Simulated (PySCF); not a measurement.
# Bonding in EtP(CF3)2

Species: EtP(CF3)2, C4H5F6P.
SMILES with atom numbers: `[CH3:1][CH2:2][P:3]([C:4]([F:5])([F:6])[F:7])[C:8]([F:9])([F:10])[F:11]` (hydrogens: H12, H13, H14 on C1; H15, H16 on C2)

Geometry (GFN2-xTB, Å), atoms numbered from 1 in this order:
```xyz
16
C4H5F6P angstrom
C      2.071   -0.782   -0.052
C      1.071    0.348   -0.283
P     -0.276    0.315    0.990
C     -1.261   -1.167    0.312
F     -2.555   -1.066    0.620
F     -1.175   -1.343   -1.011
F     -0.800   -2.291    0.878
C     -1.369    1.622    0.151
F     -2.516    1.803    0.804
F     -1.669    1.358   -1.125
F     -0.713    2.793    0.159
H      2.887   -0.700   -0.766
H      1.603   -1.755   -0.183
H      2.485   -0.733    0.953
H      1.568    1.317   -0.170
H      0.641    0.290   -1.289
```

Bond orders from the PBE0/pcSseg-1 density (PySCF). One conformer (not necessarily the lowest) at the GFN2-xTB geometry, without solvent, vibrations or thermal averaging.

Question: Where do the orders between heavy atoms depart from those drawn in the SMILES?

Answer: The largest departure is 0.120, at P3–C4 (drawn single, 0.880).

Question: Set the Mayer orders of the bonds beside their lengths.

Answer: 
| bond | drawn as | length (Å) | Mayer order |
| --- | --- | --- | --- |
| C1–C2 | single | 1.526 | 1.043 |
| C2–P3 | single | 1.853 | 0.965 |
| P3–C4 | single | 1.904 | 0.880 |
| C4–F5 | single | 1.334 | 0.999 |
| C4–F6 | single | 1.337 | 0.975 |
| C4–F7 | single | 1.340 | 0.976 |
| P3–C8 | single | 1.899 | 0.890 |
| C8–F9 | single | 1.332 | 1.005 |
| C8–F10 | single | 1.338 | 0.976 |
| C8–F11 | single | 1.342 | 0.969 |
| C1–H12 | single | 1.087 | 0.962 |
| C1–H13 | single | 1.088 | 0.960 |
| C1–H14 | single | 1.088 | 0.960 |
| C2–H15 | single | 1.095 | 0.932 |
| C2–H16 | single | 1.095 | 0.916 |

By pair of heavy elements: C–P: lowest P3–C4 (0.880, 1.904 Å), highest C2–P3 (0.965, 1.853 Å). C–F: lowest C8–F11 (0.969, 1.342 Å), highest C8–F9 (1.005, 1.332 Å).

Question: Sum the orders of all bonds at each heavy atom with more than one neighbour and set the sums beside the valence in the SMILES.

Answer: C1 3.925 (drawn 4), C2 3.856 (drawn 4), P3 2.735 (drawn 3), C4 3.830 (drawn 4), C8 3.840 (drawn 4). Orders between atoms that aren't bonded are not in these sums.

For a closed shell the Mayer order of atoms A and B is Σ (PS)μν (PS)νμ over the basis functions μ on A and ν on B, with P the density and S the overlap matrix.

These values come from a run that also computed NMR shieldings. The run took 49 s wall on x86-64 server, one thread, no GPU (shared host).
